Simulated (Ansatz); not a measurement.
```yaml
crystal:
  periodic: [false, false, false]
  atoms:
    - {symbol: Cl, position_ang: [0.077073, -0.042555, 0.229667]}
    - {symbol: Zr, position_ang: [0.027073, -0.042555, -0.070333]}
    - {symbol: Cl, position_ang: [1.813980, -1.133633, -0.911384]}
    - {symbol: I, position_ang: [-1.981378, -0.830878, -1.633513]}
    - {symbol: I, position_ang: [0.265146, 2.754292, -0.065515]}
basis:
  gaussian: {orbitals: def2-TZVP}
total_charge: 1
magnetization: {spin_polarized: true, initial_magnetization: 1}
hamiltonian: {xc: {name: PBE}}
output: {forces: true}
```

```sh
$ ansatz run in.yaml --threads 4 --pin off --events-out ev --progress --plain --max-ram 11315MiB
```

Shortened log:

```
Functional definition: PBE
1567 factors; their error is unknown
mean field evaluation 1: about -37877.6013 eV, gradient 3.6e2 eV
mean field evaluation 2: about -33568.0001 eV, gradient 4.8e2 eV
mean field evaluation 4: about -37309.0669 eV, gradient 4.4e2 eV
mean field evaluation 8: about -38332.3159 eV, gradient 1.8e1 eV
mean field evaluation 16: about -38337.1577 eV, gradient 4.5e-1 eV
mean field evaluation 32: about -38337.1853 eV, gradient 6.5e-5 eV
a density is far from that of the atoms, so the factors are made again for it
1892 factors; integrals over basis functions are off by at most 3.2e-4 eV
mean field -38337.18489913 eV, -1408.8655591657 hartree, gradient 3.0e-6 eV, S^2 0.754504; 0 other end points of the search recorded, 0 dependent functions left out
reference -38337.18494938 eV, -1408.8655610124 hartree; 48, 47 occupied and 166, 167 virtual orbitals, 1892 factors
Total energy: -38337.18494938 eV, -1408.8655610124 hartree
Atom 0 at     0.077073    -0.042555     0.229667 Å, force  4328.409773    -0.255703 25925.076381 eV/Å
Atom 1 at     0.027073    -0.042555    -0.070333 Å, force -4331.010531     1.187304 -25923.090826 eV/Å
Atom 2 at     1.813980    -1.133633    -0.911384 Å, force     3.010906    -1.968670    -0.944156 eV/Å
Atom 3 at    -1.981378    -0.830878    -1.633513 Å, force    -0.305376     0.023908    -0.956451 eV/Å
Atom 4 at     0.265146     2.754292    -0.065515 Å, force    -0.104771     1.013161    -0.084949 eV/Å
Dipole moment:    -0.311124     0.073910     0.423263 e Å
```

Q: Something in this input is off. What?

A: One atom was put on top of another. The calculation finished and met its thresholds. The result belongs to that input, not to the molecule as meant.
